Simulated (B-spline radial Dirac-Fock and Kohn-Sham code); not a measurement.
## Elastic scattering of 1.62 keV electrons by atomic cobalt

Method: relativistic (Dirac) partial waves in the static field of the Dirac-Fock atom with Furness-McCarthy exchange, without polarisation or absorption potentials. Computed with a B-spline atomic structure program.

```
θ (°)  dσ/dΩ (Å²/sr)  Sherman function
    5           9.54             0.000
   10           2.39             0.000
   15          0.853             0.000
   20          0.370            -0.001
   25          0.193            -0.001
   30          0.119             0.000
   35         0.0807             0.002
   40         0.0578             0.003
   45         0.0427             0.006
   50         0.0323             0.008
   55         0.0251             0.010
   60         0.0200             0.011
   65         0.0164             0.010
   70         0.0137             0.008
   75         0.0118             0.004
   80         0.0104            -0.001
   85        0.00935            -0.006
   90        0.00864            -0.012
   95        0.00816            -0.018
  100        0.00788            -0.023
  105        0.00775            -0.026
  110        0.00774            -0.029
  115        0.00784            -0.030
  120        0.00801            -0.029
  125        0.00825            -0.028
  130        0.00852            -0.027
  135        0.00882            -0.024
  140        0.00914            -0.022
  145        0.00945            -0.019
  150        0.00975            -0.016
  155         0.0100            -0.014
  160         0.0103            -0.011
  165         0.0104            -0.008
  170         0.0106            -0.005
  175         0.0107            -0.003
```

The total elastic cross section is 1.27 Å², the first transport cross section 0.158 Å² and the second, weighted with (3/2) sin²θ, 0.234 Å². The mean deflection is ⟨1 − cos θ⟩ = 0.125, and 4.2 % of the collisions scatter beyond 90°.

On this grid of angles the cross section has a minimum near 110°, from interference among the few low partial waves with large phase shifts.
